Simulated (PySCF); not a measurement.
Al(Me)(F) (CH3AlF), SMILES [CH3][Al+][F], charge +1.

The structure is a stationary point at ωB97X-D3(BJ)/def2-TZVP. The spin state was assumed, not searched. The isomer is the one that the SMILES or the coordinates give; other isomers of the formula were not compared.

The numbers are results of PBE/def2-TZVPD run with PySCF, not measurements.

Symmetry labels are those of the subgroup Cs that the program uses (full group C3v).

Computed valence orbital energies around the gap with their symmetry:
```
orbital  symmetry  energy (eV)
-------  --------  -----------
HOMO−7         A'       -35.17
HOMO−6         A'       -23.47
HOMO−5         A'       -17.56
HOMO−4         A'       -16.26
HOMO−3         A"       -16.26
HOMO−2         A'       -16.08
HOMO−1         A"       -16.08
HOMO           A'       -14.90
LUMO           A'        -8.96
LUMO+1         A'        -7.59
LUMO+2         A"        -7.59
LUMO+3         A'        -4.27
```
